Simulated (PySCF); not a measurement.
Computed properties of GeHCl3, SMILES [Cl][GeH]([Cl])[Cl]

GeHCl3, SMILES [Cl][GeH]([Cl])[Cl]. The structure is a stationary point at B3LYP-D3(BJ)/def2-SVP. The isomer is the one that the SMILES or the coordinates give; other isomers of the formula were not compared. The values are those of a single conformer. All values are computed for the isolated molecule unless a solvent is named; none is compared with measurement here.

**Structure.** The optimised structure has C3v symmetry. All 9 harmonic modes at B3LYP-D3(BJ)/def2-SVP (PySCF) are real, so it is a minimum. With heavy atoms numbered as in [GeH:1]([Cl:2])([Cl:3])[Cl:4], the shortest bond between them is Ge1–Cl2 at 2.153 Å and the longest Ge1–Cl3 at 2.153 Å.

**Vibrations.** The strongest infrared lines (harmonic, unscaled, degenerate partners summed) lie at 443 cm⁻¹ (163 km/mol, Cl 60 %, Ge 40 %), 711 cm⁻¹ (142 km/mol, H 97 %), 2186 cm⁻¹ (57 km/mol, H 99 %). The softest mode is at 141 cm⁻¹ and the zero-point energy is 7.7 kcal/mol.

**Electronic structure.** r2SCAN/def2-TZVP (PySCF) places the frontier levels at -8.34 and -2.45 eV, a gap of 5.89 eV, and gives a dipole moment of 1.50 D and a mean polarisability of 63.9 bohr³.

**Excitations.** TDDFT-PBE0/def2-SVPD (PySCF) has S1 at 6.12 eV (203 nm, f = 0.000, dark); the most intense of the 10 singlets computed lies at 6.45 eV (f = 0.05). Strengths of degenerate partners are summed. T1 (TDA) is at 5.71 eV. No vertical singlet excitation falls in the visible range (under 3.1 eV).

**NMR.** GIAO shifts at PBE0/pcSseg-1 (PySCF) (non-relativistic, atoms alike by connectivity averaged): ¹H at 7.3 ppm against TMS. Without spin–orbit terms, shifts of atoms bonded to Cl or Br come out too high.
